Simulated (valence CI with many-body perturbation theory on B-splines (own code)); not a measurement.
# Ta⁴²⁺: electric-dipole lines

Computed by valence CI with perturbative core correlation (CI+MBPT): three valence electrons over a frozen Dirac-Fock core [Ar] 3d10, radial functions for each j: 11 s, 11 p, 10 d, 8 f, 5 g, 2 h, with the one-electron correlation potential Σ1 (screened to all orders), the two-electron term Σ2, the three-electron term Σ3, Breit, model QED; selected single and double excitations, second order for the rest, scaled by the run's own slope (own B-spline code, finite nucleus).

No measured spectrum was set against this ion. As an estimate, large intervals hold to a few tenths of a per cent, small ones and those within an open d or f shell to about a per cent.

Lines 51 to 100 of 552 in falling wavelength, among levels below 58.406 Ry, chosen from the strongest by gf and those to the six lowest levels. Wavelengths and rates use the calculated energies. Electric multipoles are in the length gauge, E1 and E2 with the static RPA response of the core. Weak lines are less certain than strong ones. Lines between different terms over intervals too small for the method are left out, as are lines whose strength nearly cancels. Where a level lies close to another of its J and parity, the split of strength between their lines is uncertain. The highest levels of a list are the least certain.

Levels are named by their leading jj configuration (3d3/2^4 stands for four electrons in 3d with j = 3/2), which in mixed levels can hold well under half, so a name can repeat and another be missing. Letters in brackets count levels of one name in rising energy.

| λ vac (nm) | Upper | Lower | A (s⁻¹) | S (a.u.) |
| --- | --- | --- | --- | --- |
| 7.515 | (4p3/2^2 4d5/2) J=7/2 | (4s 4p3/2 4d5/2) J=5/2 [b] | 5.13e+10 | 8.60e-02 |
| 7.465 | (4s 4p1/2 4d5/2) J=3/2 | (4s 4p1/2 4p3/2) J=3/2 [b] | 1.88e+10 | 1.54e-02 |
| 7.440 | (4s 4p1/2 4d5/2) J=5/2 [b] | (4s 4p1/2 4p3/2) J=3/2 [b] | 6.90e+10 | 8.41e-02 |
| 7.414 | (4s 4d5/2 4f5/2) J=7/2 [a] | (4s 4p3/2 4f5/2) J=5/2 [a] | 9.56e+10 | 1.54e-01 |
| 7.396 | (4p1/2 4p3/2 4f7/2) J=9/2 [a] | (4p1/2 4p3/2 4d5/2) J=9/2 | 4.96e+10 | 9.91e-02 |
| 7.389 | (4p1/2 4p3/2 4f7/2) J=7/2 [a] | (4p1/2 4p3/2 4d5/2) J=7/2 [a] | 7.39e+10 | 1.18e-01 |
| 7.380 | (4s 4p1/2 4f7/2) J=5/2 | (4s 4p1/2 4d5/2) J=3/2 | 1.26e+11 | 1.50e-01 |
| 7.361 | (4s 4d3/2 4f7/2) J=7/2 [a] | (4s 4d3/2 4d5/2) J=5/2 [a] | 6.67e+10 | 1.05e-01 |
| 7.350 | (4s 4p1/2 4f7/2) J=7/2 [a] | (4s 4p1/2 4d5/2) J=5/2 [a] | 8.25e+10 | 1.29e-01 |
| 7.350 | (4s 4p1/2 4d5/2) J=5/2 [a] | (4s 4p1/2 4p3/2) J=5/2 | 3.33e+09 | 3.92e-03 |
| 7.338 | (4s^2 4d5/2) J=5/2 | (4s^2 4p3/2) J=3/2 | 4.64e+10 | 5.43e-02 |
| 7.338 | (4s 4d5/2 4f7/2) J=11/2 [a] | (4s 4d5/2^2) J=9/2 | 3.47e+10 | 8.12e-02 |
| 7.322 | (4s 4d5/2 4f7/2) J=13/2 | (4s 4p3/2 4f7/2) J=11/2 | 3.06e+11 | 8.29e-01 |
| 7.315 | (4s 4p1/2 4d3/2) J=1/2 | (4s 4p1/2 4p3/2) J=3/2 [a] | 8.73e+09 | 3.37e-03 |
| 7.297 | (4p1/2 4d3/2 4d5/2) J=5/2 [a] | (4p1/2 4p3/2 4d3/2) J=3/2 [a] | 7.38e+10 | 8.49e-02 |
| 7.293 | (4s 4d5/2 4f7/2) J=11/2 [b] | (4s 4p3/2 4f7/2) J=9/2 [b] | 1.26e+11 | 2.90e-01 |
| 7.292 | (4s 4d3/2 4f7/2) J=11/2 | (4s 4d3/2 4d5/2) J=9/2 | 8.60e+10 | 1.97e-01 |
| 7.292 | (4s 4d3/2 4f7/2) J=9/2 [b] | (4s 4d3/2 4d5/2) J=7/2 [b] | 6.37e+10 | 1.22e-01 |
| 7.290 | (4p1/2 4p3/2 4f7/2) J=7/2 [b] | (4p1/2 4p3/2 4d5/2) J=5/2 [a] | 5.40e+10 | 8.26e-02 |
| 7.286 | (4s 4p1/2 4f7/2) J=9/2 | (4s 4p1/2 4d5/2) J=7/2 | 8.02e+10 | 1.53e-01 |
| 7.284 | (4s 4d5/2 4f7/2) J=7/2 [a] | (4s 4p3/2 4f7/2) J=5/2 [a] | 1.57e+11 | 2.39e-01 |
| 7.277 | (4p1/2^2 4f7/2) J=7/2 | (4p1/2^2 4d5/2) J=5/2 | 1.47e+11 | 2.23e-01 |
| 7.276 | (4s 4p1/2 4d3/2) J=3/2 [b] | (4s 4p1/2 4p3/2) J=3/2 [a] | 1.68e+10 | 1.28e-02 |
| 7.270 | (4p1/2 4p3/2 4f7/2) J=5/2 [c] | (4p1/2 4p3/2 4d5/2) J=3/2 [b] | 2.65e+11 | 3.02e-01 |
| 7.249 | (4s 4d3/2 4f7/2) J=9/2 [a] | (4s 4d3/2 4d5/2) J=7/2 [a] | 8.59e+10 | 1.62e-01 |
| 7.249 | (4p1/2 4p3/2 4f7/2) J=3/2 | (4p1/2 4p3/2 4d5/2) J=1/2 | 3.27e+11 | 2.46e-01 |
| 7.246 | (4p1/2 4p3/2 4f7/2) J=5/2 [c] | (4p1/2 4p3/2 4d5/2) J=7/2 [b] | 8.52e+10 | 9.60e-02 |
| 7.245 | (4p1/2^2 4d5/2) J=5/2 | (4p1/2^2 4p3/2) J=3/2 | 1.89e+11 | 2.12e-01 |
| 7.242 | (4p1/2 4p3/2 4f7/2) J=9/2 [c] | (4p1/2 4p3/2 4d5/2) J=7/2 [b] | 5.58e+11 | 1.05e+00 |
| 7.236 | (4s 4d5/2 4f5/2) J=7/2 [c] | (4s 4p3/2 4f5/2) J=5/2 [b] | 5.95e+10 | 8.90e-02 |
| 7.236 | (4s 4d5/2^2) J=3/2 | (4s 4p3/2 4d5/2) J=1/2 | 2.66e+11 | 1.99e-01 |
| 7.225 | (4s 4d3/2 4d5/2) J=7/2 [a] | (4s 4p3/2 4d3/2) J=5/2 [a] | 6.61e+10 | 9.84e-02 |
| 7.216 | (4p1/2 4p3/2 4f7/2) J=3/2 | (4p1/2 4p3/2 4d5/2) J=3/2 [b] | 1.00e+11 | 7.45e-02 |
| 7.216 | (4s 4d3/2 4f7/2) J=3/2 | (4s 4d3/2 4d5/2) J=3/2 [b] | 9.60e+10 | 7.13e-02 |
| 7.214 | (4s 4p3/2 4f7/2) J=5/2 [a] | (4s 4p3/2 4d5/2) J=5/2 [a] | 1.20e+11 | 1.34e-01 |
| 7.209 | (4p1/2 4p3/2 4f7/2) J=7/2 [d] | (4p1/2 4p3/2 4d5/2) J=5/2 [b] | 7.52e+11 | 1.11e+00 |
| 7.208 | (4p1/2 4p3/2 4f7/2) J=5/2 [a] | (4p1/2 4p3/2 4d5/2) J=3/2 [a] | 1.76e+11 | 1.95e-01 |
| 7.205 | (4s 4p1/2 4f7/2) J=7/2 [c] | (4s 4p1/2 4d5/2) J=5/2 [b] | 5.77e+10 | 8.52e-02 |
| 7.198 | (4p1/2 4d5/2^2) J=1/2 | (4p1/2 4p3/2 4d5/2) J=3/2 [b] | 4.30e+11 | 1.58e-01 |
| 7.193 | (4p1/2 4p3/2 4f7/2) J=7/2 [c] | (4p1/2 4p3/2 4d5/2) J=5/2 [a] | 9.49e+10 | 1.39e-01 |
| 7.186 | (4s 4p3/2 4f7/2) J=3/2 | (4s 4p3/2 4d5/2) J=3/2 [a] | 1.34e+11 | 9.79e-02 |
| 7.185 | (4p1/2 4p3/2 4f7/2) J=9/2 [b] | (4p1/2 4p3/2 4d5/2) J=9/2 | 5.56e+10 | 1.02e-01 |
| 7.184 | (4p1/2 4p3/2 4d5/2) J=3/2 [b] | (4p1/2 4p3/2^2) J=1/2 | 2.36e+11 | 1.73e-01 |
| 7.178 | (4s 4p1/2 4p3/2) J=3/2 [a] | (4s^2 4p1/2) J=1/2 | 2.44e+09 | 1.78e-03 |
| 7.172 | (4p3/2 4d5/2^2) J=11/2 | (4s 4p3/2 4f7/2) J=9/2 [b] | 8.75e+10 | 1.91e-01 |
| 7.167 | (4p1/2 4p3/2 4f7/2) J=5/2 [b] | (4p1/2 4p3/2 4d5/2) J=5/2 [a] | 3.36e+11 | 3.67e-01 |
| 7.166 | (4s 4d3/2 4d5/2) J=5/2 [a] | (4s 4p3/2 4d3/2) J=3/2 [a] | 8.14e+10 | 8.87e-02 |
| 7.165 | (4p1/2 4d3/2 4d5/2) J=3/2 [a] | (4p1/2 4p3/2 4d3/2) J=3/2 [a] | 1.68e+11 | 1.22e-01 |
| 7.162 | (4s 4d5/2 4f7/2) J=9/2 [b] | (4s 4p3/2 4f5/2) J=7/2 [b] | 4.47e+11 | 8.11e-01 |
| 7.154 | (4p1/2 4d3/2 4d5/2) J=7/2 [a] | (4p1/2 4p3/2 4d3/2) J=7/2 | 5.30e+10 | 7.67e-02 |
